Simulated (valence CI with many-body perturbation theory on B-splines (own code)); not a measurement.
Cl XI: electric-dipole lines

Computed by relativistic CI+MBPT: five valence electrons over a frozen Dirac-Fock core [He], a basis of 11 s, 11 p, 10 d, 8 f, 5 g, 2 h functions for each j, with the one-electron correlation potential Σ1 (screened to all orders), the two-electron term Σ2, the three-electron term Σ3, Breit, model QED; selected single and double excitations, second order for the rest, scaled by the run's own slope (own B-spline code, finite nucleus).

No measured spectrum was set against this ion. As an estimate, levels of excited configurations hold to 0.05 to 0.15 % of their energy, terms of the ground configuration to about 0.5 %. Among the levels kept, up to 4800 cm⁻¹ of a level comes from second order outside the variational space, and about a tenth of that is noise between levels of different J, which matters for small intervals.

Lines 51 to 100 of 596 in falling wavelength, among levels below 404.27 eV, chosen from the strongest by gf and those to the six lowest levels. Wavelengths and rates use the calculated energies, so an error of 400 cm⁻¹ moves a line at 840.9 Å by 0.34 % and its rate by three times that or more. Electric multipoles are in the length gauge, E1 and E2 with the static RPA response of the core. Weak lines are less certain than strong ones. Lines between different terms over intervals too small for the method are left out, as are lines whose strength nearly cancels. The highest levels of a list are the least certain.

Names give the largest LS component (configuration and term), which can be under half, so a name can repeat, a term be missing and a line seem to break the LS rules; names also repeat where a configuration has a term twice. Letters in brackets count levels of one name in rising energy.

```tsv
λ vac (Å)	Upper	Lower	A (s⁻¹)	log gf	Branch %
840.9	2s2p³3p ⁴D_5/2 [b]	2s2p³3s ⁴P°_3/2	7.58e+08	-0.32	3.3
836.8	2s2p³3p ⁶P_3/2	2s2p³3s ⁶S°_5/2	1.11e+09	-0.33	78.9
835.7	2s2p³3p ⁴F_7/2	2s2p³3s ⁴D°_5/2	1.14e+09	-0.02	17.8
835.6	2s2p³3d ⁴P°_5/2 [a]	2s2p³3p ⁴P_3/2 [b]	2.28e+08	-0.84	0.0
833.3	2s2p³3p ⁴F_9/2	2s2p³3s ⁴D°_7/2	1.17e+09	0.08	29.5
829.9	2s2p³3d ⁴P°_3/2 [a]	2s2p³3p ⁴P_1/2 [b]	2.50e+08	-0.99	0.0
829.2	2s2p³3p ⁶P_5/2	2s2p³3s ⁶S°_5/2	1.14e+09	-0.15	39.5
828.4	2s2p³3d ⁴P°_3/2 [a]	2s2p³3p ⁴P_5/2 [b]	4.03e+08	-0.78	0.0
826.8	2s2p³3d ²D°_5/2 [a]	2s2p³3p ²D_5/2 [a]	3.98e+08	-0.61	0.0
824.3	2s²2p²3p ⁴P°_5/2	2s²2p²3s ⁴P_5/2	8.02e+08	-0.31	8.6
821.4	2s²2p²3p ²F°_7/2	2s²2p²3s ²D_5/2	1.09e+09	-0.06	21.2
817.2	2s2p³3d ⁴F°_7/2 [a]	2s2p³3p ⁴F_7/2	1.77e+08	-0.85	1.3
816.8	2s2p³3p ⁶P_7/2	2s2p³3s ⁶S°_5/2	1.20e+09	-0.02	96.6
812.3	2s2p³3d ⁴P°_1/2 [a]	2s2p³3p ⁴P_3/2 [b]	6.20e+08	-0.91	0.0
811.0	2s2p³3d ⁴F°_9/2 [a]	2s2p³3p ⁴F_9/2	3.85e+08	-0.42	8.7
806.8	2s²2p²3p ⁴P°_1/2	2s²2p²3s ⁴P_3/2	8.65e+08	-0.77	8.7
802.5	2s²2p²3p ⁴P°_3/2	2s²2p²3s ⁴P_3/2	3.91e+08	-0.82	3.6
792.8	2s2p³3d ⁴D°_3/2 [c]	2s2p³3p ⁴P_3/2 [c]	4.50e+08	-0.77	0.0
792.6	2s2p³3d ⁴D°_5/2 [c]	2s2p³3p ⁴P_5/2 [c]	3.14e+08	-0.75	0.0
792.3	2s2p³3d ⁴D°_7/2 [c]	2s2p³3p ⁴P_5/2 [c]	9.15e+08	-0.16	0.1
791.3	2s2p³3d ⁴D°_5/2 [c]	2s2p³3p ⁴P_3/2 [c]	5.16e+08	-0.54	0.0
789.5	2s2p³3d ⁴D°_1/2 [c]	2s2p³3p ⁴P_1/2 [c]	7.68e+08	-0.84	0.0
789.2	2s2p³3d ⁴D°_3/2 [c]	2s2p³3p ⁴P_1/2 [c]	3.44e+08	-0.89	0.0
785.4	2s²2p²3d ²P_3/2 [b]	2s²2p²3p ²P°_3/2 [b]	6.32e+08	-0.63	0.0
783.5	2s²2p²3p ²P°_3/2 [a]	2s²2p²3s ²P_3/2	7.20e+08	-0.58	6.8
783.3	2s2p³3d ²D°_3/2 [a]	2s2p³3p ²D_3/2 [a]	5.36e+08	-0.71	0.1
777.8	2s2p³3d ⁴F°_7/2 [a]	2s2p³3p ⁴D_7/2 [a]	2.82e+08	-0.69	2.0
775.1	2s2p³3d ⁴F°_5/2 [a]	2s2p³3p ⁴D_5/2 [a]	3.80e+08	-0.69	3.0
773.5	2s2p³3d ⁴F°_9/2 [b]	2s2p³3p ⁴D_7/2 [b]	1.30e+09	0.07	23.4
771.5	2s2p³3d ⁴G°_11/2	2s2p³3p ⁴F_9/2	1.32e+09	0.15	54.7
770.3	2s²2p²3p ²P°_1/2 [c]	2s²2p²3s ²S_1/2	1.29e+09	-0.64	11.8
769.8	2s²2p²3d ²D_3/2 [b]	2s²2p²3p ²D°_3/2 [b]	4.19e+08	-0.83	0.0
769.5	2s2p³3d ⁴F°_3/2 [a]	2s2p³3p ⁴D_3/2 [a]	3.11e+08	-0.96	3.5
768.9	2s²2p²3p ²P°_3/2 [c]	2s²2p²3s ²S_1/2	1.28e+09	-0.34	10.5
768.2	2s2p³3d ⁴F°_7/2 [b]	2s2p³3p ⁴D_7/2 [b]	1.46e+08	-0.98	0.3
768.0	2s2p³3d ⁴F°_7/2 [a]	2s2p³3p ⁴D_5/2 [a]	6.51e+08	-0.34	4.7
767.9	2s²2p²3d ²D_5/2 [b]	2s²2p²3p ²D°_5/2 [b]	3.98e+08	-0.68	0.0
767.4	2s2p³3d ⁴G°_9/2	2s2p³3p ⁴F_7/2	1.28e+09	0.05	49.2
767.3	2s2p³3d ⁴F°_3/2 [a]	2s2p³3p ⁴D_1/2 [a]	5.65e+08	-0.70	6.4
767.2	2s2p³3d ⁴F°_9/2 [a]	2s2p³3p ⁴D_7/2 [a]	7.80e+08	-0.16	17.5
767.2	2s2p³3d ⁶D°_7/2	2s2p³3p ⁶P_7/2	4.75e+08	-0.47	31.5
766.5	2s2p³3d ⁶D°_9/2	2s2p³3p ⁶P_7/2	1.34e+09	0.07	99.9
765.7	2s²2p²3d ²D_5/2 [b]	2s²2p²3p ²D°_3/2 [b]	3.46e+08	-0.74	0.0
765.6	2s2p³3p ²D_3/2 [c]	2s2p³3s ²D°_3/2 [b]	1.11e+09	-0.41	0.8
764.9	2s2p³3d ⁴F°_5/2 [a]	2s2p³3p ⁴D_3/2 [a]	5.31e+08	-0.55	4.1
764.5	2s²2p²3d ²P_1/2 [b]	2s²2p²3p ²P°_1/2 [b]	6.01e+08	-0.98	0.0
764.0	2s²2p²3p ⁴P°_3/2	2s²2p²3s ⁴P_1/2	3.67e+08	-0.89	3.4
763.7	2s2p³3p ²D_5/2 [c]	2s2p³3s ²D°_5/2 [b]	1.13e+09	-0.23	1.0
763.1	2s2p³3d ⁴F°_7/2 [b]	2s2p³3p ⁴D_5/2 [b]	1.19e+09	-0.08	2.0
762.2	2s2p³3d ⁴G°_7/2	2s2p³3p ⁴F_5/2	1.25e+09	-0.06	28.0
```
